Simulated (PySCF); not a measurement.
Compound: C4H8Si.
SMILES: `CC#CC[SiH3]`

The closed-shell ground state was solved at several levels (PySCF, density fitting, gas phase, non-relativistic). Geometry: PBE0-D3(BJ)/def2-SVP; no solvent, vibrations or thermal averaging.

```csv
level,basis functions,total energy (Eh),HOMO (eV),LUMO (eV),gap (eV),dipole (D)
KT2/pcSseg-2,299,-452.0674,-5.83,-0.48,5.35,0.54
HF/pcSseg-2,299,-445.0691,-9.55,2.54,12.09,0.43
B3LYP/pcSseg-2,299,-446.7768,-6.75,0.05,6.80,0.51
PBE/pcSseg-2,299,-446.3723,-5.82,-0.42,5.40,0.57
B97-D/pcSseg-2,299,-446.6149,-5.78,-0.29,5.49,0.56
BLYP/pcSseg-2,299,-446.6645,-5.67,-0.36,5.31,0.55
LDA/pcSseg-2,299,-444.0977,-5.96,-0.58,5.38,0.57
BP86/pcSseg-2,299,-446.7698,-5.91,-0.35,5.56,0.57
```

(1) Estimate the row for OPBE/pcSseg-2, a basis of 299 functions; the other rows only guide the guess.

(2) Over all these levels, which gives the widest orbital gap and which the narrowest?

(3) In the pcSseg-2 basis, how does the gap go with the fixed share of exact exchange?

(4) How far do the dipole and the HOMO energy spread over the levels?

Answers

(1) Total energy -446.6255 Eh, HOMO -5.79 eV, LUMO -0.27 eV, gap 5.52 eV, dipole 0.57 D.

(2) HF/pcSseg-2 (Hartree–Fock, all exact exchange) has the widest, 12.09 eV, and BLYP/pcSseg-2 (GGA) the narrowest, 5.31 eV. From the narrowest to the widest the HOMO moves by -3.88 eV and the LUMO by +2.90 eV.

(3) BLYP (0 %) 5.31 eV; KT2 (0 %) 5.35 eV; LDA (0 %) 5.38 eV; PBE (0 %) 5.40 eV; B97-D (0 %) 5.49 eV; OPBE (0 %) 5.52 eV; BP86 (0 %) 5.56 eV; B3LYP (20 %) 6.80 eV; HF (100 %) 12.09 eV. Each rise in the share widens the gap here.

(4) The dipole runs from 0.43 to 0.57 D (mean 0.54 D) and the HOMO from -9.55 to -5.67 eV.

The pairwise dispersion term of B97-D wasn't added to the energies; at a given geometry it leaves orbitals and properties as they are.
